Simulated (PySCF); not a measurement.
Computed shifts of a molecule C2H6FNOSi, PySCF with PBE0/pcSseg-1, GIAO, gas phase, atoms alike by connectivity averaged where their shifts nearly agree, in ppm (number of nuclei): ¹⁵N: 29.4 (1). ²⁹Si: -31.1 (1). ¹³C: 153.4 (1), 138.6 (1). ¹⁹F: -193.8 (1). ¹H: 7.52 (1), 7.40 (1), 4.99 (2), 1.65 (1), 1.25 (1). References: ¹⁵N against NH3 (σ = 267.4 ppm); ²⁹Si against TMS (σ = 352.7 ppm); ¹⁷O against H2O (σ = 334.2 ppm); ¹³C against TMS (σ = 186.3 ppm); ¹⁹F against CFCl3 (σ = 167.2 ppm); ¹H against TMS (σ = 31.56 ppm), references at their B3LYP-D3(BJ)/def2-TZVP geometries, non-relativistic. Coordinates come from a PBE0-D3(BJ)/def2-SVP optimisation. Other conformers were not sampled.

Task: Which structure fits?
(A) C/N=C\[Si@@H](O)F
(B) O[SiH2]/C=N/CF
(C) N[SiH2]O/C=C/F
(D) O[Si]1(F)CNC1

Result: C, N[SiH2]O/C=C/F
